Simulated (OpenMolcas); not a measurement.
Pt2+ (d8) in a complex was computed by SS-CASPT2, IPEA 0.25 Eh, imaginary shift 0.1 Eh with the d shell active (OpenMolcas, ANO-RCC-VTZP on the metal). Its lowest spin-free states, and all those of the highest spin:

```tsv
2S+1	Degeneracy	E (cm-1)
1	1	0
3	1	18990
1	1	21170
3	2	21600
1	2	25710
3	1	38400
1	1	40720
3	2	46210
1	1	49180
1	2	51320
3	1	53150
1	1	56370
3	1	62480
3	2	72520
```

Q: Is the site octahedral, tetrahedral or cube-like, axial, or of lower symmetry?

A: The states with 2S+1 = 3 have orbital degeneracies 1, 2, 1, 2, 1, 1, 2. There are pairs but no triples, so the site is axial: not cubic, but with a proper or improper axis of order three or more. The run had Pt2+ with 4 ligands (oxide) in square-planar coordination (D4h) at 1.98 Å. A charge of +1.5 e stands 3.2 Å behind each ligand. Ligand basis ANO-RCC-VDZP.

Over all roots computed the reference weight is 0.65 to 0.68; a low but even weight reflects the number of correlated electrons. The least metal-like active orbital is 68 % on the metal (Löwdin) and no ligand orbital is active, so the numbers are rough. The oxide ions are held by bare point charges, a crude embedding. Ligand-to-metal charge-transfer states are missing. With no ligand orbital active B as a rule stays too high, so bands that hang on it stand too high and its fall with covalency is understated. No measured value stands beside these numbers; the geometry is a model, was not optimised and need not be the one that this ion takes.
